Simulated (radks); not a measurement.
The numbers below are computed, except where a source is named.
How relativity changes the ionisation of neutral aluminium ([Ne] 3s2 3p1) to Al+ ([Ne] 3s2). Spin-unpolarised spherical Kohn-Sham, PBE, point nucleus unless stated (finite: rms radius 3.061 fm), a radial shooting solver on a logarithmic mesh with Libxc functionals. A level marked "c x" has the speed of light scaled by that factor and shares open shells by 2j + 1; other Dirac levels either fill j = l - 1/2 first or share by 2j + 1.

| level | E(Al) (hartree) | E(Al+) (hartree) | IE (eV) | HOMO | <r> HOMO (bohr) |
|---|---|---|---|---|---|
| non-rel. | -242.22496 | -242.01288 | 5.771 | 3p | 3.445 |
| scalar-rel. | -242.68469 | -242.47297 | 5.761 | 3p | 3.448 |
| scalar-rel., finite nucleus | -242.68455 | -242.47283 | 5.761 | 3p | 3.448 |
| Dirac, 2j+1 shares | -242.68491 | -242.47319 | 5.761 | 3p3/2 | 3.451 |
| Dirac, low j first | -242.68531 | -242.47319 | 5.772 | 3p1/2 | 3.443 |
| Dirac, 2j+1 shares, finite nucleus | -242.68477 | -242.47305 | 5.761 | 3p3/2 | 3.451 |
| Dirac, c x 0.75 | -243.04551 | -242.83407 | 5.753 | 3p3/2 | 3.456 |
| Dirac, c x 1.25 | -242.51886 | -242.30700 | 5.765 | 3p3/2 | 3.449 |
| Dirac, c x 5 | -242.24328 | -242.03121 | 5.771 | 3p3/2 | 3.446 |

NIST Atomic Spectra Database: 5.986 eV (measured). The relativistic part of the total energy of Al is -0.4598 hartree (Dirac, 2j+1 shares, finite nucleus), 0.19 % of the non-relativistic value. Spin polarisation and multiplet splitting of open shells are left out at every level.

Beside tabulated values, note that spin-unpolarised runs miss the spin-polarisation part of the exchange energy of open shells.
